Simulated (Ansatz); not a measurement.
Mulliken charges of CH$_{5}$GaO (`O[CH2][GaH2]`) from PBE/def2-TZVPP in Ansatz (PBE0-D4/def2-TZVP geometry).

```csv
atom,x (Å),y (Å),z (Å),charge (e)
O1,-0.973,0.187,-1.075,-0.320
C2,-0.119,0.695,-0.045,-0.153
Ga3,0.671,-1.008,0.625,0.194
H4,-1.435,0.917,-1.495,0.185
H5,-0.692,1.228,0.723,0.097
H6,0.633,1.381,-0.451,0.097
H7,-0.059,-1.817,1.758,-0.049
H8,1.973,-1.583,-0.041,-0.049
```

Question: By hand: the dipole of these point charges (1 e Å = 4.8032 D).

Answer: Σ q r = (0.095, 0.228, 0.138) e Å, of length 0.283 e Å = 1.36 D.

Question: How does the dipole of the full density compare? (Estimate.)

Answer: Ansatz gave: (-0.042, 0.400, 0.007) e Å, 1.93 D; the point charges give 0.70 times that, at 39° from its direction.

Point charges leave out the atoms' own dipoles, such as those of lone pairs, and Mulliken's split depends on the basis, so the two needn't agree.
